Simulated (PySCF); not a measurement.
iodine (I2), SMILES II.

Coordinates come from a B3LYP-D3(BJ)/def2-TZVP optimisation. The def2 effective core potentials stand for the cores of I; spin–orbit coupling is left out.

All values below come from ωB97X/def2-TZVPD run with PySCF.

The molecule is in vacuum.

- total energy = -595.52601 hartree
- point group = D∞h
- highest occupied level = -9.55 eV
- lowest empty level = -1.74 eV
- orbital gap = 7.81 eV
- dipole moment = 0.00 D
- quadrupole, principal values (traceless, Buckingham form, about the centre of nuclear charge) = -3.67, -3.67, 7.35 D·Å
- mean static polarisability = 72.3 bohr³ (10.71 Å³)
- polarisability, principal values = 57.8, 57.8, 101.1 bohr³
